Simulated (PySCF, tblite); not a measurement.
Isomers of C3H7N3SSi, one GFN2-xTB conformer each. Single-point energies are computed at PBE0/pcSseg-1 (PySCF, gas phase, no added dispersion term), electronic only.

Question: Rank them by PBE0/pcSseg-1 energy, lowest first (kcal/mol).
A. `[CH3:1][S:2][c:3]1[cH:4][n:5]([SiH3:6])[n:7][n:8]1` with C1–S2–C3–C4 179°
B. `[CH3:1][S:2][c:3]1[cH:4][n:5][n:6][n:7]1[SiH3:8]` with C1–S2–C3–C4 0°

Answer: A (0.0), B (1.1).

Neighbours under 2.5 kcal/mol apart (CSc1cn([SiH3])nn1 and CSc1cnnn1[SiH3]) can change places with a better method, another conformer or zero-point energy. GFN2-xTB itself gives, in the same order: 0.2, 0.0. GFN2-xTB puts CSc1cnnn1[SiH3] lowest instead.

Question: Which frontier levels, dipoles and rotational constants go with these structures?

Answer: 
| SMILES | HOMO (eV, PBE0/pcSseg-1) | LUMO (eV) | dipole (D) | A, B, C (MHz) |
| --- | --- | --- | --- | --- |
| CSc1cn([SiH3])nn1 | -6.13 | -0.38 | 2.83 | 5433, 703.5, 630.0 |
| CSc1cnnn1[SiH3] | -6.55 | -0.33 | 4.26 | 2137, 1258, 803.2 |

Question: What happens when harmonic zero-point energies from GFN2-xTB frequencies are added?

Answer: 
| SMILES | ZPE (kcal/mol) | electronic (kcal/mol) | with ZPE (kcal/mol) |
| --- | --- | --- | --- |
| CSc1cn([SiH3])nn1 | 62.1 | 0.0 | 0.0 |
| CSc1cnnn1[SiH3] | 62.3 | 1.1 | 1.3 |

The zero-point energies span 0.2 kcal/mol. The order is unchanged.
